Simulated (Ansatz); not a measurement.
A set of 12 reactions (ligand exchange), with CCSD(T)/CBS values in kJ/mol:

```
                                                                                  reaction      ΔE
                                               `N[Si](O)(F)F` + H–F → `N[Si](F)(F)F` + H₂O   -37.2
                      `[NH2][W](=[O])([OH])=[S]` + NH₃ → `[NH2][W]([NH2])(=[O])=[S]` + H₂O    22.2
                          `[Cl][Ti]([Cl])([Cl])[I]` + H–F → `[F][Ti]([Cl])([Cl])[Cl]` + HI    -6.2
                     `C#[C][Zr]([Cl])([Cl])[Cl]` + H–F → `[F][Zr]([Cl])([Cl])[Cl]` + `C#C`  -142.5
                                       `O[SiH](Cl)[GeH3]` + H–F → `F[SiH](Cl)[GeH3]` + H₂O   -36.8
                                                          `C[Si]N` + HCl → `C[Si]Cl` + NH₃   -21.7
`FB([SiH3])[SeH]` + `[OH][In]([SH])[O][SiH3]` → `[SiH3][O][In]([SH])[O][SiH3]` + `FB[SeH]`  -120.3
                         `[F][Ti]([F])([Cl])[SeH]` + HBr → `[F][Ti]([F])([Cl])[Br]` + H₂Se   -46.1
                    `C[O][W]([NH2])(=[S])=[S]` + NH₃ → `[NH2][W]([NH2])(=[S])=[S]` + CH₃OH    39.3
                                                `FC[SiH](S)Cl` + H–F → `FC[SiH](F)S` + HCl   -40.6
                                                        `CS[SiH]` + NH₃ → `N[SiH]` + CH₃SH    13.6
                                        `CC(C)[O][Ge][F]` + HCl → `CC(C)[O][Ge][Cl]` + H–F    -6.1
```

Isolated molecules relaxed with PBE0-D4/def2-TZVP in Ansatz; ΔE leaves out vibrations. CCSD(T)/CBS is the MP2 limit (def2-TZVPP, def2-QZVPP) plus CCSD(T) − MP2 in def2-TZVPP, frozen cores. This one scheme is used for every species. DFT in def2-TZVPP. B3LYP here is the variant with VWN-RPA as its local correlation; programs differ in this. Elements past krypton have def2 core potentials. For Br, Ge, I, In, Se, Ti, W, Zr outer-core shells are correlated without core-valence functions, which leaves a few kJ/mol of doubt a bond. Scalar relativity is left out up to krypton. One conformer a species, not always the lowest.

**Question.** Give the mean, mean absolute and largest difference (level minus CCSD(T)/CBS, kJ/mol) for: r2SCAN-D4, PBE0-D4, ωB97X-V, ωB97M-V, B2PLYP, PBE, r2SCAN, PBE0, B3LYP, HF/def2-QZVPP, MP2/def2-QZVPP, SCS-MP2/def2-QZVPP, MP2/CBS(def2), CCSD/CBS(def2). (An estimate is asked.)

**Answer.** Ansatz gave: 
| level | mean | mean absolute | largest |
| --- | --- | --- | --- |
| r2SCAN-D4 | -0.8 | 7.0 | -24.0 |
| PBE0-D4 | 0.9 | 5.1 | 16.4 |
| ωB97X-V | -4.3 | 8.7 | -38.1 |
| ωB97M-V | -3.8 | 6.3 | -30.9 |
| B2PLYP | -1.4 | 4.8 | -9.1 |
| PBE | 1.2 | 7.8 | 31.2 |
| r2SCAN | -1.2 | 7.5 | -25.5 |
| PBE0 | -0.4 | 5.5 | -21.5 |
| B3LYP | -4.3 | 8.9 | -33.3 |
| HF/def2-QZVPP | -12.1 | 15.7 | -46.1 |
| MP2/def2-QZVPP | 2.9 | 4.9 | 28.8 |
| SCS-MP2/def2-QZVPP | -0.4 | 3.3 | -12.0 |
| MP2/CBS(def2) | 3.2 | 5.8 | 33.5 |
| CCSD/CBS(def2) | -3.0 | 3.3 | -14.9 |

The largest T1 diagnostic in the set is 0.024, for `[F][Ti]([Cl])([Cl])[Cl]` (customary mark 0.02).

CCSD(T)/CBS is a level of theory with its own doubt, and the functionals carry their triple-zeta basis error, so these figures describe this set and don't rank the functionals.
